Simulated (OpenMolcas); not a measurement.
# Tc4+: moving or changing the point charges

Tc4+ among 8 point charges of -1.2 e arranged as a cube (Oh), 1.81 Å from the ion.

| Quantity | Value |
| --- | --- |
| Program | OpenMolcas |
| Method | CASSCF |
| Basis | ANO-RCC-VDZP [6s5p3d1f] |
| Scalar Hamiltonian | DKH2, point nucleus |
| Active space | 3 electrons in 5 orbitals (4d) |
| State averaging | 2S+1 = 4 even, 10 roots; 2S+1 = 2 even, 40 roots |
| Spin-orbit coupling | state interaction with AMFI integrals over the reference wave functions |

Runs around this geometry, states (labels of O, the rotations of Oh). Energies in cm-1 above the lowest state or level, χT in cm3 K/mol; under a threefold ground state the first gap can be a small split of the lowest multiplet, not the spin-orbit step; 10Dq and B are least-squares fits to the states below 45000 cm-1, weighted by degeneracy, with a free offset, and given where the rms deviation is under 5 % of |10Dq| (or 100 cm-1) and under 700 cm-1; 10Dq is negative for this site.

```csv
R (Å),q (e),Ground state,First state of that spin,10Dq,B (rms of fit),First gap with spin-orbit (degeneracies),χT at 300 K,First state of another spin
1.81,-0.96,4T1,4T2 5639,-6767,898 (94),"413.9 (4, 2)",0.444,2E 10560
1.81,-1.2,4T1,4T2 7169,-8523,895 (138),"391.8 (4, 2)",0.486,2E 8851
1.93,-1.2,4T1,4T2 5158,-6232,900 (89),"428.5 (4, 2)",0.427,2E 11104
```

Taking |10Dq| as R^-n, n = -ln(6232 / 8523) / ln(1.93 / 1.81) = 4.9 between the shortest and longest distance. The point-charge formula for a cubic d site gives n = 5.

Scaling the charges by -0.96 / -1.2 = 0.80 scales |10Dq| by 6767 / 8523 = 0.79; with fixed orbitals a first-order splitting would follow the charge.

An orbital triplet at a regular site is open to Jahn-Teller coupling, which can distort the site and quench the lowest spin-orbit gaps and is left out. Without dynamic correlation the repulsion within the d shell is too large (B by tens of per cent), so at a given field states of lower spin stand too high. Point charges give a weaker field than real ligands, and real ions of this kind are as a rule low spin; the high spin found here belongs to the model. Point charges carry no covalency, so the field is a model and not that of real ligands. No measured value stands beside these numbers.
